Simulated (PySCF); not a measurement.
Vibration and rotation of KPb⁺

UHF-CCSD(T) constants of KPb⁺, ³Π (triplet), unpaired electrons σ ↑, π ↑ (PySCF, scalar-relativistic core potentials, basis sets K def2-SVP, Pb def2-SVP with ECP60; masses 38.9637 and 207.9766 u):

* ωe: 63.1 cm⁻¹
* ωexe: 0.326 cm⁻¹
* Be: 0.031581 cm⁻¹
* αe: 0.000208 cm⁻¹

(1) What force constant and bond length do these constants imply?

(2) Estimate the centrifugal constant D from the Kratzer relation and find the Dunham coefficient a1.

Correlated steps freeze 9 core orbitals. Spin–orbit coupling is left out, which matters for elements this heavy, above all for dissociation energies. The state is the lowest determinant that a PBE0 search found; another state may lie lower at other levels.

Results:

(1) Reduced mass μred = 32.816 u; k = 5.8918×10⁻⁷·μred·ωe² (u, cm⁻¹, mdyn/Å) = 0.0770 mdyn/Å; Re = √(16.8576/(μred·Be)) (u, cm⁻¹, Å) = 4.033 Å.

(2) D = 4Be³/ωe² = 3.16e-08 cm⁻¹; a1 = −1 − αeωe/(6Be²) = -3.19.
